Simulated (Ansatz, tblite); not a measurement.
Removing and adding an electron: Cd₅O₅. Total charge 0; singlet. Geometry: PBE0-D4/def2-SVP. Ansatz, gas phase; energy differences of separate SCF runs; the oxidised species was run as a doublet alone; the reduced species was run as a doublet alone.

Cartesian coordinates in Å:
```
Cd -3.020 1.642 1.334
Cd -1.980 1.539 -1.345
Cd 0.482 -0.846 1.654
Cd 0.462 0.636 -2.038
Cd 2.787 -0.352 -0.213
O -1.699 -0.742 0.036
O 2.467 0.317 -2.049
O -0.414 -0.909 -0.474
O 2.480 -0.917 1.682
O -1.566 -0.370 1.412
```

In the def2 sets Cd takes a core potential; there is no spin–orbit coupling. The xTB rows come from tblite. The structure holds 2 bonds between oxygen atoms, so isomers without such links may lie far lower. HOMO above LUMO, or a gap near zero within one spin, warns that the state may not be the lowest or that an electron is smeared out. The structure comes from a short search, and lower isomers may exist.

```json
{"level": "GFN1-xTB", "−HOMO (eV)": "9.82", "vertical IE (eV)": "11.86", "−LUMO (eV)": "8.03", "vertical EA (eV)": "6.30", "HOMO–LUMO gap (eV)": "1.79", "IE − EA (eV)": "5.56", "remarks": "–"}
{"level": "GFN2-xTB", "−HOMO (eV)": "9.69", "vertical IE (eV)": "12.37", "−LUMO (eV)": "8.49", "vertical EA (eV)": "5.99", "HOMO–LUMO gap (eV)": "1.20", "IE − EA (eV)": "6.38", "remarks": "–"}
{"level": "PBE-D4/def2-SVP", "−HOMO (eV)": "4.98", "vertical IE (eV)": "7.18", "−LUMO (eV)": "3.62", "vertical EA (eV)": "1.83", "HOMO–LUMO gap (eV)": "1.36", "IE − EA (eV)": "5.35", "remarks": "gap within one spin near zero (+1 doublet)"}
{"level": "PBE0-D4/def2-SVP", "−HOMO (eV)": "5.98", "vertical IE (eV)": "7.46", "−LUMO (eV)": "3.02", "vertical EA (eV)": "1.76", "HOMO–LUMO gap (eV)": "2.96", "IE − EA (eV)": "5.70", "remarks": "restricted SCF unstable in HF (singlet)"}
```

   Raw xTB energy differences between charge states are shifted by several eV; the methods need an empirical correction for them. Sets without diffuse functions give affinities that are too small.
